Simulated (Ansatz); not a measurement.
Computed with Ansatz on PBE0-D4/def2-TZVP structures; ΔE is electronic, products minus reactants. CCSD(T)/CBS is the MP2 limit (def2-TZVPP, def2-QZVPP) plus CCSD(T) − MP2 in def2-TZVPP, frozen cores. DFT in def2-TZVPP. B3LYP here is the variant with VWN-RPA as its local correlation; programs differ in this. Each species was taken in one conformer, which may not be the lowest.

Consider the isomerisation: `NB([SiH3])CF` → `C[SiH2]B(N)F`.

```csv
level,ΔE (kJ/mol)
PBE-D4,-202.9
B3LYP-D4,-207.8
r2SCAN,-212.7
PBE0,-208.9
B3LYP,-208.8
CCSD/def2-TZVPP,-213.6
MP2/CBS(def2),-223.2
CCSD/CBS(def2),-214.7
```

(1) What does CCSD(T)/CBS give? (Estimate.)

Largest T1 diagnostic among the species: 0.013.

Results:

(1) Ansatz gave: -213.7 kJ/mol. The listed levels differ from it by 10.8, 5.9, 1.0, 4.8, 4.9, 0.1, -9.5, -1.0 kJ/mol.

From PBE to PBE0 (25 % exact exchange), in def2-TZVPP and without D4, ΔE moves by −5.4 kJ/mol.
